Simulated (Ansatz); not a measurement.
Calculated with Ansatz (gas phase, PBE0-D4/def2-TZVP geometries, no zero-point term in ΔE). CCSD(T)/CBS is the MP2 limit (def2-TZVPP, def2-QZVPP) plus CCSD(T) − MP2 in def2-TZVPP, frozen cores. This one scheme is used for every species. DFT in def2-TZVPP. One conformer a species, not always the lowest.

Reaction (hydrogenolysis of the Al–Si bond): `N[SiH2][Al]([OH])[Cl]` + H₂ → `[OH][AlH][Cl]` + `N[SiH3]`

`N[SiH2][Al]([OH])[Cl]`:

```xyz
10

N    -0.052    1.285    1.768
Si   -0.297   -0.269    1.045
Al    0.186   -0.395   -1.361
O     0.041   -1.830   -2.243
Cl    0.806    1.345   -2.393
H    -0.656    2.041    1.481
H     0.895    1.624    1.848
H     0.573   -1.241    1.764
H    -1.717   -0.656    1.271
H     0.221   -1.906   -3.179
```

H₂:

```xyz
2

H     0.079    0.364    0.014
H    -0.079   -0.364   -0.014
```

`[OH][AlH][Cl]`:

```xyz
5

O     0.502    1.107   -0.426
Al   -0.372   -0.296   -0.109
Cl    0.214   -1.555    1.461
H     1.270    1.386    0.070
H    -1.613   -0.642   -0.995
```

`N[SiH3]`:

Cartesian coordinates in Å:
```
N -0.143 1.016 0.290
Si -0.021 -0.627 -0.201
H 0.257 1.739 -0.286
H -0.059 1.252 1.266
H -0.455 -0.713 -1.620
H 1.341 -1.236 -0.116
H -0.920 -1.431 0.667
```

Q: Is it downhill or uphill in electronic energy at CCSD(T)/CBS, and by how much? (Best estimate.)

A: Computed: Downhill: ΔE = -0.22 eV.

Q: What do these levels give: PBE-D4, r2SCAN-D4, ωB97M-V, PBE0, SCS-MP2/def2-TZVPP, CCSD(T)/def2-TZVPP? (Estimate.)

A: The calculation gave: PBE-D4 -0.03, r2SCAN-D4 -0.16, ωB97M-V -0.29, PBE0 -0.18, SCS-MP2/def2-TZVPP -0.33, CCSD(T)/def2-TZVPP -0.25 eV.

Largest T1 diagnostic among the species: 0.012.

In def2-TZVPP, CCSD(T) changes the Hartree–Fock value by +0.31 eV (the triples alone add +0.06 eV) and MP2 by +0.29 eV. The D4 term adds +0.10 eV with B3LYP and +0.06 eV with PBE0; it sums over pairs of atoms, weighted by their polarisabilities, and B3LYP, whose exchange is more repulsive, gets the larger term. From PBE to PBE0 (25 % exact exchange), in def2-TZVPP and without D4, ΔE moves by −0.08 eV.

B3LYP here is the variant with VWN-RPA as its local correlation; programs differ in this.
